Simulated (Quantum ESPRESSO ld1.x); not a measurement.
One sound ld1.x (Quantum ESPRESSO 7.5) input for the strontium ion Sr2+ gives E = -3178.873 hartree in 31 iterations:

```
 &input
    zed=38.0,
    iswitch=1,
    rel=1,
    dft='PBE',
    config='[Kr]',
    verbosity='high',
    prefix='ld1',
    max_out_wfc=37,
    file_charge='ld1.rho',
 /
```

Changed or added lines, one case at a time, and what came of them:

- relativistic=1: refused. The program stops in ld1_readin with "reading input namelist": the namelist holds a keyword that &input does not know.
- relpert=.true.: refused. The program stops in ld1_readin with "perturbative SO-splitting for AE calculations with rel=0 only": the perturbative correction needs rel = 0.
- lsd=1 dft='PW91': silently wrong. The run ends normally, but in this build (ld1.x 7.5) Etot and Exc of a spin-polarised run lack the gradient corrections of exchange and correlation and come out near their LSDA values (nitrogen, PBE: -54.132 hartree against -54.536 from two other codes). The eigenvalues and orbitals are those of the GGA; the energies must not be used.
- iswitch=5: refused. The program stops in ld1_readin with "wrong iswitch": iswitch takes 1 to 4.
- isic=1 latt=1: refused. The program stops in ld1_readin with "isic and latter correction not allowed": the two corrections exclude each other.
- rmax=5000.0: harmless. The energy moves by less than 1e-5 hartree against the default mesh (-3178.873 hartree).
- rel=2 cau_fact=32.55: crashed. The program stops in dirsol with "no classical turning point found": with c below Z the Dirac equation of a point nucleus has no 1s solution.
